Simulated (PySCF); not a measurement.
Correlation energy of Si⁺ (silicon, charge +1)

[Ne] 3s2 3p1, 2P determinant. Computed with PySCF 2.14 in aug-cc-pV(D+d)Z (5s4p3d, 32 functions), with the non-relativistic Hamiltonian (point nucleus). Frozen: [Ne]; 3 electrons correlated.

MP2 pair energies summed by pair of shells (mhartree):

```json
{"pair": "3s-3s", "energy": "-20.57", "share (%)": "57.9"}
{"pair": "3s-3p", "energy": "-14.96", "share (%)": "42.1"}
```

Total MP2 correlation energy: -35.53 mhartree.

Same-spin part -2.28 and opposite-spin part -33.25 mhartree; SCS-MP2 scales them by 1/3 and 6/5 to -40.66 mhartree.
